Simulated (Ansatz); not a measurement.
Reactions of `[NH2][Al]([NH2])[O][SiH3]`.

Calculated with Ansatz (gas phase, PBE0-D4/def2-TZVP geometries, no zero-point term in ΔE). CCSD(T)/CBS adds triple-zeta CCSD(T) − MP2 to the extrapolated MP2 energy (def2 sets, frozen cores). This one scheme is used for every species. DFT in def2-TZVPP. B3LYP here is the variant with VWN-RPA as its local correlation; programs differ in this. Elements past krypton have def2 core potentials. For Ga, In outer-core shells are correlated without core-valence functions, which leaves a few kJ/mol of doubt a bond. Scalar relativity is left out up to krypton. Each species was taken in one conformer, which may not be the lowest.

```json
{"reaction": "`[NH2][Al]([NH2])[O][SiH3]` + `O[Si](Cl)(Cl)Cl` → `[SiH3]O[Si](Cl)(Cl)Cl` + `[NH2][Al]([NH2])[OH]`", "HF/CBS(def2) (kJ/mol)": "12", "ωB97M-V (kJ/mol)": "9", "B3LYP-D4 (kJ/mol)": "8", "CCSD(T)/CBS(def2) (kJ/mol)": "7"}
{"reaction": "`[NH2][Al]([NH2])[O][SiH3]` + `OC[SiH2]S` → `[SiH3]OC[SiH2]S` + `[NH2][Al]([NH2])[OH]`", "HF/CBS(def2) (kJ/mol)": "37", "ωB97M-V (kJ/mol)": "26", "B3LYP-D4 (kJ/mol)": "26", "CCSD(T)/CBS(def2) (kJ/mol)": "26"}
{"reaction": "`[NH2][Al]([NH2])[O][SiH3]` + `CCBO` → `CCBO[SiH3]` + `[NH2][Al]([NH2])[OH]`", "HF/CBS(def2) (kJ/mol)": "33", "ωB97M-V (kJ/mol)": "30", "B3LYP-D4 (kJ/mol)": "30", "CCSD(T)/CBS(def2) (kJ/mol)": "28"}
{"reaction": "`[NH2][Al]([NH2])[O][SiH3]` + `[OH][InH2]` → `[SiH3][O][InH2]` + `[NH2][Al]([NH2])[OH]`", "HF/CBS(def2) (kJ/mol)": "9", "ωB97M-V (kJ/mol)": "8", "B3LYP-D4 (kJ/mol)": "10", "CCSD(T)/CBS(def2) (kJ/mol)": "6"}
{"reaction": "`[NH2][Al]([NH2])[O][SiH3]` + `[F][GaH][Cl]` → `[F][Ga]([SiH3])[Cl]` + `[NH2][Al]([NH2])[OH]`", "HF/CBS(def2) (kJ/mol)": "118", "ωB97M-V (kJ/mol)": "86", "B3LYP-D4 (kJ/mol)": "83", "CCSD(T)/CBS(def2) (kJ/mol)": "82"}
{"reaction": "`[NH2][Al]([NH2])[O][SiH3]` + `O=C[SiH](O)Cl` → `O=C[SiH](Cl)O[SiH3]` + `[NH2][Al]([NH2])[OH]`", "HF/CBS(def2) (kJ/mol)": "15", "ωB97M-V (kJ/mol)": "11", "B3LYP-D4 (kJ/mol)": "10", "CCSD(T)/CBS(def2) (kJ/mol)": "10"}
```

Largest T1 diagnostic: 0.017, for `[OH][InH2]`.
